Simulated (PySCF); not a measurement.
C7H12SSi, SMILES CCC[SiH2]c1cccs1, GFN2-xTB optimised geometry. Atoms within 1.6 Å of the plane z = 1.5 Å (x, y, z in Å): C2 (-1.21, -3.18, 0.46), C3 (-0.34, -1.96, 0.17), Si4 (-1.32, -0.34, -0.01), C5 (-0.10, 1.08, 0.00), C6 (1.26, 1.08, 0.00), C7 (1.84, 2.37, 0.00), C8 (0.90, 3.35, 0.00), S9 (-0.70, 2.71, 0.00), H13 (-0.56, -4.04, 0.63), H14 (-1.77, -3.00, 1.38), H15 (0.39, -1.85, 0.98), H17 (-2.25, -0.17, 1.11), H19 (1.85, 0.18, 0.00), H20 (2.90, 2.56, 0.00), H21 (1.04, 4.42, 0.00).

Calculation: PySCF 2.14.0 with B3LYP/def2-SVP.

Map of the Laplacian of the electron density (e/bohr⁵) on the plane z = 1.5 Å:

```
|7777777777777777777777777|
|7777777777777777777777777|
|7777777777777777777777777|
|7777777777777777777777777|
|7777777777777777777777777|
|7777777777777777777777777|
|7777777777777777777777777|
|7777777777887777777777777|
|7777777777777777777777777|
|7777777777777777777777777|
|7777777777777777777777777|
|7777777788777777777777777|
|7777777878877777777777777|
|7777777898877777777777777|
|7777777788788877777777777|
|7777777777889977777777777|
|7777777788889977777777777|
|7777777793988877777777777|
|7777777790998777777777777|
|7777777789988777777777777|
|7777777777887777777777777|
|7777777777777777777777777|
|7777777777777777777777777|
|7777777777777777777777777|
|7777777777777777777777777|
```
Scale: ten equal steps from -0.346 (start of '0') to 0.113 (end of '9'), in the order '0123456789'; x runs from -6.50 to 6.50, y from -6.50 (bottom) to 6.50 (top).
